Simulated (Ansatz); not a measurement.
# Pulling the pair apart

The pair of NH$_{4}$⁺ (SMILES [NH4+], atoms 1–5) and H$_{2}$Te (SMILES [TeH2], atoms 6–8), both closed shells, in one local arrangement (a lower one may exist), relaxed at PBE0-D4/def2-TZVP:

```xyz
8
angstrom
N -0.1791 0.4558 -1.2961
H -0.1909 -0.0456 -0.3552
H 0.5333 1.1868 -1.2860
H -1.0928 0.8762 -1.4716
H 0.0326 -0.2130 -2.0378
Te -0.2307 -1.2324 1.8421
H 1.4239 -1.2278 1.9323
H -0.2963 0.2002 2.6723
```

H$_{2}$Te is shifted rigidly along the line between the mean atom positions of the two fragments (negative: closer). Counterpoise interaction energies in kcal/mol. Ansatz 0.2.0; basis: def2-TZVPPD; cores frozen in the correlated methods. Filled d shells of the heavier atoms are correlated. Core potentials replace the inner electrons of the atoms past krypton. The def2 sets are not built for correlating such inner shells, so the correlated values are less sure here. B3LYP uses VWN-RPA correlation.

| shift (Å) | B3LYP-D4 | wB97M-V | HF |
| --- | --- | --- | --- |
| -0.25 | -13.73 | -12.03 | -5.72 |
| -0.12 | -15.14 | -13.47 | -8.19 |
| 0.00 | -15.62 | -14.00 | -9.58 |
| 0.12 | -15.46 | -13.91 | -10.22 |
| 0.30 | -14.60 | -13.17 | -10.31 |
| 0.62 | -12.14 | -10.99 | -9.23 |
| 1.25 | -7.52 | -6.90 | -6.26 |
| 2.50 | -2.79 | -2.74 | -2.70 |

Task: What does CCSD(T) give at these shifts? (An estimate is asked for; the value comes from the calculation.)

Result: By the calculation: -10.92, -12.54, -13.19, -13.22, -12.59, -10.57, -6.67, -2.67 kcal/mol. For zero shift, CCSD(T) at an estimated basis limit (MP2 extrapolated from triple and quadruple zeta, plus CCSD(T) − MP2 in triple zeta) gives -13.75 kcal/mol. These are counterpoise interaction energies, counted from the two frozen fragments.

The T1 diagnostic stays at or below 0.010.

For scale, one of the runs: CCSD(T)/def2-TZVPPD, 198 basis functions, launched by `ansatz run in.yaml --threads 4 --pin off --events-out ev --progress --plain --max-ram 9574MiB`. The run took 45 s on 4 CPU threads of an Arm Neoverse V2 (shared host), with 2.6 GiB of host memory at its peak.
